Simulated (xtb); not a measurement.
1,1,2-trichloroprop-1-ene (C₃H₃Cl₃), SMILES ClC(=C(Cl)Cl)C. All values are semi-empirical tight-binding results from xtb (GFN2-xTB unless named), good for trends rather than for accurate numbers. Geometry: GFN2-xTB.

Optimised geometry:

```xyz
9

C     -1.9912     0.9554     0.3243
C     -0.7848     0.0854     0.4033
Cl    -0.8499    -1.1468     1.6105
C      0.3051     0.1797    -0.3587
Cl     0.4640     1.3740    -1.5872
Cl     1.6634    -0.8640    -0.2087
H     -1.8773     1.6973    -0.4597
H     -2.8708     0.3470     0.1211
H     -2.1453     1.4585     1.2776
```

Computed properties:
```yaml
point_group_as_xtb_finds_it: Cs
orbital_gap: 4.04 eV
dipole_moment: 1.70 D
zero_point_energy: 31.8 kcal/mol
G − E(el) at 298.15 K (modified RRHO): 11.0 kcal/mol
static polarisability (D4 model): 76.5 bohr³
solvation energy, GFN2-xTB/ALPB(water): -2.4 kcal/mol
solvation energy, GFN2-xTB/ALPB(thf): -6.7 kcal/mol
```

Computed atomic charges and the Wiberg bond orders between heavy atoms:
charges (e) C1 -0.13, C2 0.08, Cl3 -0.13, C4 0.13, Cl5 -0.11, Cl6 -0.10, H7 0.08, H8 0.09, H9 0.09. Bond orders C1–C2 1.03, C2–Cl3 0.99, C2–C4 1.73, C4–Cl5 0.99, C4–Cl6 1.01.
